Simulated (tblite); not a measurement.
Species: C2H7F3NSi2 (doublet state).
SMILES with atom numbers: `[CH3:1][Si@H:2]([NH:3][SiH2:4])[C:5]([F:6])([F:7])[F:8]` (hydrogens: H9, H10, H11 on C1; H12 on Si2; H13 on N3; H14, H15 on Si4)

Computed with GFN2-xTB (tblite), gas phase: L-BFGS steps from a force-field or distance-geometry start until the largest atomic force falls under 0.01 eV/Å.

At the end of the run (lengths in Å): Si2–C5 1.941, Si2–N3 1.716, C5–F7 1.350, C5–F6 1.348, N3–Si4 1.749, C1–H10 1.085, Si4–H14 1.458, Si2–N3–Si4 128.7°, N3–Si2–C5 103.3°, Si2–C5–F6 112.8°, C1–Si2–N3 112.8°, C1–Si2–N3–Si4 50°, C1–Si2–C5–F6 -71°, H12–Si2–N3–Si4 -81°, H13–N3–Si4–H14 -35°.

**Question.** These geometries were met on the way; a selection of coordinates is given. Order them by energy above the end point, lowest first.
A. Si2–C5 1.955, Si2–N3 1.716, C5–F7 1.349, C5–F6 1.351, N3–Si4 1.754, C1–H10 1.085, Si4–H14 1.459, Si2–N3–Si4 124.8°, N3–Si2–C5 108.1°, Si2–C5–F6 109.0°, C1–Si2–N3 118.4°, C1–Si2–N3–Si4 75°, C1–Si2–C5–F6 -75°, H12–Si2–N3–Si4 -53°, H13–N3–Si4–H14 -29°
B. Si2–C5 1.961, Si2–N3 1.714, C5–F7 1.346, C5–F6 1.349, N3–Si4 1.750, C1–H10 1.083, Si4–H14 1.458, Si2–N3–Si4 118.8°, N3–Si2–C5 109.0°, Si2–C5–F6 106.7°, C1–Si2–N3 117.7°, C1–Si2–N3–Si4 81°, C1–Si2–C5–F6 -72°, H12–Si2–N3–Si4 -47°, H13–N3–Si4–H14 -15°
C. Si2–C5 1.920, Si2–N3 1.730, C5–F7 1.352, C5–F6 1.357, N3–Si4 1.752, C1–H10 1.091, Si4–H14 1.445, Si2–N3–Si4 110.9°, N3–Si2–C5 111.6°, Si2–C5–F6 111.2°, C1–Si2–N3 114.5°, C1–Si2–N3–Si4 90°, C1–Si2–C5–F6 -69°, H12–Si2–N3–Si4 -36°, H13–N3–Si4–H14 5°
D. Si2–C5 1.927, Si2–N3 1.706, C5–F7 1.339, C5–F6 1.343, N3–Si4 1.768, C1–H10 1.076, Si4–H14 1.456, Si2–N3–Si4 108.0°, N3–Si2–C5 113.9°, Si2–C5–F6 109.1°, C1–Si2–N3 111.2°, C1–Si2–N3–Si4 94°, C1–Si2–C5–F6 -69°, H12–Si2–N3–Si4 -27°, H13–N3–Si4–H14 15°
E. Si2–C5 1.849, Si2–N3 1.776, C5–F7 1.394, C5–F6 1.388, N3–Si4 1.786, C1–H10 1.118, Si4–H14 1.487, Si2–N3–Si4 107.5°, N3–Si2–C5 114.8°, Si2–C5–F6 107.4°, C1–Si2–N3 107.2°, C1–Si2–N3–Si4 94°, C1–Si2–C5–F6 -69°, H12–Si2–N3–Si4 -22°, H13–N3–Si4–H14 19°

**Answer.** A (0.126 eV), B (0.214 eV), C (0.383 eV), D (0.617 eV), E (1.001 eV).

| step | E above end (eV) | rms distance from the end, all atoms (Å) | largest force (eV/Å) | rms shift of all bonds from the end (Å) |
| --- | --- | --- | --- | --- |
| 19 | 0.126 | 0.539 | 0.233 | 0.005 |
| 11 | 0.214 | 0.571 | 0.553 | 0.010 |
| 6 | 0.383 | 0.604 | 1.088 | 0.009 |
| 2 | 0.617 | 0.629 | 1.043 | 0.010 |
| 0 | 1.001 | 0.639 | 3.021 | 0.039 |

Rows stand in the order of the answer.
